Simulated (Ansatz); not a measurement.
Species: dimethyl(prop-2-enyl)borane, C₅H₁₁B, net charge 0, singlet state. SMILES: C=CCB(C)C
Geometry from a B3LYP-D3(BJ)/def2-TZVP (Ansatz, a program for electronic structure) optimisation:
```xyz
17

C      2.3048     0.0343    -0.8497
C      1.4015    -0.6655    -0.1703
C      0.5428    -0.1290     0.9419
B     -0.8727     0.1281     0.2784
C     -1.8282    -1.0750    -0.0385
C     -1.2921     1.6001    -0.0632
H      2.5227     1.0680    -0.6055
H      2.8652    -0.4056    -1.6643
H      1.2164    -1.6964    -0.4591
H      0.4722    -0.8766     1.7390
H      0.9881     0.7797     1.3524
H     -1.4129    -2.0655     0.1549
H     -2.7278    -0.9666     0.5821
H     -2.1902    -1.0399    -1.0708
H     -2.1771     1.6958    -0.6945
H     -0.4675     2.1512    -0.5257
H     -1.4980     2.1259     0.8788
```

Property: atomisation energy (electronic, to ground-state atoms), in kJ/mol. Valence correlation only, unless marked. Open shells are spin-unrestricted. No spin-orbit coupling. Non-relativistic. The coupled-cluster limit lacks core correlation, which all-electron functionals hold. CBS(X,Y): correlation extrapolated as X^-3; Hartree-Fock from the larger set.

```json
[
 {"level": "BLYP-D3(BJ)/def2-TZVPD", "program": "Ansatz + dftd3", "atomisation energy (kJ/mol)": "6850.7"},
 {"level": "revPBE-D4/def2-TZVPD", "program": "Ansatz + dftd4", "atomisation energy (kJ/mol)": "6863.5"},
 {"level": "B97M-V/def2-TZVPD", "program": "Ansatz", "atomisation energy (kJ/mol)": "6895.6"},
 {"level": "CAM-B3LYP-D4/def2-TZVPD", "program": "Ansatz + dftd4", "atomisation energy (kJ/mol)": "6910.9"},
 {"level": "LC-wPBE/def2-TZVPD", "program": "Ansatz", "atomisation energy (kJ/mol)": "6868.3"},
 {"level": "RI-MP2/aug-cc-pVQZ", "program": "Ansatz", "atomisation energy (kJ/mol)": "6889.7"},
 {"level": "SCS-MP2/STO-3G", "program": "Ansatz", "atomisation energy (kJ/mol)": "7265.6"}
]
```

Problem. What does CCSD(T)/CBS(cc-pVTZ,cc-pVQZ) (Ansatz) give?

Solution. 6857.8 kJ/mol
